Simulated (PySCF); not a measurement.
Isomers of C3H13NSi3, one conformer each; single-point electronic energies without zero-point terms and without any empirical dispersion term.

All values: PBE0/pcSseg-1 (PySCF, non-relativistic), each on one gas-phase PBE0-D3(BJ)/def2-SVP geometry that isn't relaxed in the solvent. The solvent is an IEF-PCM continuum (van der Waals radii × 1.2). The model holds no explicit solvent molecules, cavitation or dispersion.

| isomer | relative energy, gas (kJ/mol) | dipole (D) |
| --- | --- | --- |
| `[Si@H]1(C[SiH3])N[SiH2]CC1` | 0.0 | 0.73 |
| `[SiH3]N([SiH3])C1C[SiH2]C1` | 193.7 | 0.65 |

Q: How do the relative energies look in acetone (ε = 20.49)?

A: 
```csv
isomer,"relative energy, solvent (kJ/mol)",E(solvent) − E(gas) (kJ/mol),dipole in solvent (D)
`[Si@H]1(C[SiH3])N[SiH2]CC1`,0.0,-10.1,0.96
`[SiH3]N([SiH3])C1C[SiH2]C1`,199.5,-4.3,0.80
```

The order is unchanged. Conformers: `[SiH3:1][CH2:2][Si@@H:3]1[CH2:4][CH2:5][SiH2:6][NH:7]1` with Si1–C2–Si3–C4 -61°, C2–Si3–C4–C5 -148°, Si3–C4–C5–Si6 36°, C4–C5–Si6–N7 -29°, C5–Si6–N7–Si3 10°; `[SiH3:1][N:2]([SiH3:3])[CH:4]1[CH2:5][SiH2:6][CH2:7]1` with Si1–N2–C4–C5 -38°, N2–C4–C5–Si6 152°, C4–C5–Si6–C7 -20°, C5–Si6–C7–C4 20°, N2–C4–C7–Si6 -153°. `[Si@H]1(C[SiH3])N[SiH2]CC1` gains most from the continuum, and it has the largest gas-phase dipole. The gains span 5.8 kJ/mol, the gas-phase energies 193.7 kJ/mol.
